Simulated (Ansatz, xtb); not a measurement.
**Relative energy of two isomers of C2H12Si4**

Structure a: `C[Si@@H]1[SiH2]C[SiH2][SiH2]1`, a singlet. Structure b: `C[Si@@H]1[SiH2]C[Si@H]1[SiH3]`, a singlet. Both are isolated molecules in the gas phase, relaxed with B3LYP/def2-SVP; the shapes shown needn't be the lowest conformers.

a (Å):

```xyz
18

C     1.3348    0.1318    1.3737
C    -1.1200   -1.0117   -2.8604
Si   -0.2144   -0.2262    0.3343
Si    0.1617   -1.5906   -1.5732
Si   -1.2238    0.8872   -2.9941
Si   -1.1582    1.6706   -0.7529
H     1.7458   -0.8002    1.7942
H     2.1170    0.6055    0.7599
H     1.0964    0.8088    2.2093
H    -1.2674   -0.8579    1.1931
H     0.0444   -3.0596   -1.3150
H     1.5414   -1.3330   -2.0974
H    -2.1109   -1.3881   -2.5475
H    -0.9079   -1.4565   -3.8480
H    -2.4391    1.3134   -3.7537
H    -0.0226    1.3992   -3.7250
H    -2.5235    1.9916   -0.2320
H    -0.3087    2.8945   -0.6140
```

b (Å):

```yaml
atoms:
  - { symbol: C, position_ang: [-2.3193, -1.3792, -2.4631] }
  - { symbol: C, position_ang: [1.0200, 1.1869, -0.3479] }
  - { symbol: Si, position_ang: [-1.3031, -0.6376, -1.0481] }
  - { symbol: Si, position_ang: [-0.7423, 1.6671, -0.9355] }
  - { symbol: Si, position_ang: [1.0785, -0.6046, -1.0578] }
  - { symbol: Si, position_ang: [2.3605, -2.1630, 0.1609] }
  - { symbol: H, position_ang: [-2.2595, -2.4794, -2.4496] }
  - { symbol: H, position_ang: [-1.9513, -1.0250, -3.4381] }
  - { symbol: H, position_ang: [-3.3799, -1.0953, -2.3694] }
  - { symbol: H, position_ang: [-1.8151, -1.1292, 0.2715] }
  - { symbol: H, position_ang: [-1.4778, 2.6157, -0.0419] }
  - { symbol: H, position_ang: [-0.6855, 2.2700, -2.3040] }
  - { symbol: H, position_ang: [1.8373, 1.8556, -0.6607] }
  - { symbol: H, position_ang: [1.0282, 1.1379, 0.7554] }
  - { symbol: H, position_ang: [1.5757, -0.5637, -2.4717] }
  - { symbol: H, position_ang: [2.2025, -3.5328, -0.4165] }
  - { symbol: H, position_ang: [3.8146, -1.8141, 0.1514] }
  - { symbol: H, position_ang: [1.8988, -2.1965, 1.5822] }
```

Which of the two would you expect CCSD(T)/def2-SVP + ΔMP2/def2-TZVPP electronic energies to favour?

Structure a; the calculation gives E(b) − E(a) = +52.8 kJ/mol.

Level by level:

```tsv
level	geometry	E(b) − E(a) (kJ/mol)	departure from the last row (kJ/mol)	job, with rough time for the two
GFN2-xTB	GFN2-xTB	+45.7	−7.1	optimisation, 0.42 s
HF/STO-3G	GFN2-xTB	+101.4	+48.6	single point, 0.48 s
r2SCAN-D4/def2-SVP	GFN2-xTB	+65.3	+12.5	single point, 5.6 s
B3LYP/def2-SVP	B3LYP/def2-SVP	+52.7	−0.1	optimisation, 95 s
HF/def2-SVP	B3LYP/def2-SVP	+57.6	+4.8	part of the CCSD(T) run
MP2/def2-SVP	B3LYP/def2-SVP	+55.5	+2.8	part of the CCSD(T) run
CCSD(T)/def2-SVP	B3LYP/def2-SVP	+55.5	+2.7	single point
CCSD(T)/def2-SVP + ΔMP2/def2-TZVPP	B3LYP/def2-SVP	+52.8		single point, 76 s
```

As drawn, both hold the same kinds of bond in the same numbers. Structure a has a 5-membered ring, b a 4-membered ring.

None of the levels shown reverses the order. The largest departure from CCSD(T)/def2-SVP + ΔMP2/def2-TZVPP is that of HF/STO-3G, 48.6 kJ/mol. The last row adds to CCSD(T) the change of the MP2 difference between the two basis sets, here −2.7 kJ/mol.

With thermal terms from frequencies at re-optimised GFN2-xTB minima (ideal gas, soft modes damped towards free rotors, one conformer each, 298.15 K, 1 atm): the zero-point term adds −3.1 kJ/mol; ΔH is +51.7 and ΔG +45.2 kJ/mol.

The correlated steps freeze 22 core orbitals. Codes used: Ansatz 0.2.0, xtb 6.7.1; the last row on 4 threads of Arm Neoverse V1 on a shared host.
